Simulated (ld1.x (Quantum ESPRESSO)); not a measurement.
**u(r) = r·R(r): atom against pseudo-atom (fluorine (F))**

Columns: radius, all-electron u(r) and pseudo u(r) of the 2p shell (level -11.30 eV) of fluorine in the configuration [He] 2s2 2p5; LDA (PZ), non-relativistic, TM scheme, ld1.x (Quantum ESPRESSO) 7.5.

```json
{"r (bohr)": "0.095", "all-electron": "0.1279", "pseudo": "0.0386"}
{"r (bohr)": "0.190", "all-electron": "0.3516", "pseudo": "0.1478"}
{"r (bohr)": "0.285", "all-electron": "0.5581", "pseudo": "0.3097"}
{"r (bohr)": "0.380", "all-electron": "0.7150", "pseudo": "0.4973"}
{"r (bohr)": "0.475", "all-electron": "0.8193", "pseudo": "0.6807"}
{"r (bohr)": "0.570", "all-electron": "0.8785", "pseudo": "0.8330"}
{"r (bohr)": "0.665", "all-electron": "0.9024", "pseudo": "0.9363"}
{"r (bohr)": "0.760", "all-electron": "0.9005", "pseudo": "0.9849"}
{"r (bohr)": "0.855", "all-electron": "0.8808", "pseudo": "0.9841"}
{"r (bohr)": "0.950", "all-electron": "0.8492", "pseudo": "0.9468"}
{"r (bohr)": "1.045", "all-electron": "0.8102", "pseudo": "0.8878"}
{"r (bohr)": "1.140", "all-electron": "0.7671", "pseudo": "0.8203"}
{"r (bohr)": "1.235", "all-electron": "0.7221", "pseudo": "0.7533"}
{"r (bohr)": "1.330", "all-electron": "0.6767", "pseudo": "0.6920"}
{"r (bohr)": "1.425", "all-electron": "0.6320", "pseudo": "0.6378"}
{"r (bohr)": "1.520", "all-electron": "0.5886", "pseudo": "0.5901"}
{"r (bohr)": "1.615", "all-electron": "0.5470", "pseudo": "0.5472"}
{"r (bohr)": "1.710", "all-electron": "0.5074", "pseudo": "0.5074"}
{"r (bohr)": "1.805", "all-electron": "0.4700", "pseudo": "0.4700"}
{"r (bohr)": "1.900", "all-electron": "0.4348", "pseudo": "0.4348"}
{"r (bohr)": "1.995", "all-electron": "0.4018", "pseudo": "0.4018"}
{"r (bohr)": "2.090", "all-electron": "0.3710", "pseudo": "0.3710"}
{"r (bohr)": "2.185", "all-electron": "0.3423", "pseudo": "0.3423"}
{"r (bohr)": "2.280", "all-electron": "0.3156", "pseudo": "0.3156"}
{"r (bohr)": "2.375", "all-electron": "0.2908", "pseudo": "0.2908"}
{"r (bohr)": "2.470", "all-electron": "0.2678", "pseudo": "0.2678"}
```

Task: How many radial nodes do the two functions have?

Result: The all-electron 2p function has n − l − 1 = 0; the pseudo-wave has 0.

Task: At about which radius was the pseudo-wave matched?

Result: 1.80 bohr. The columns agree to 0.0005 from 1.61 bohr on; several derivatives are matched, so the curves merge somewhat inside the radius.

Task: Is the pseudo-wave norm-conserving?

Result: Yes: the TM scheme keeps the norm inside the radius equal to the all-electron one, which fixes the energy derivative of the logarithmic derivative at the level.
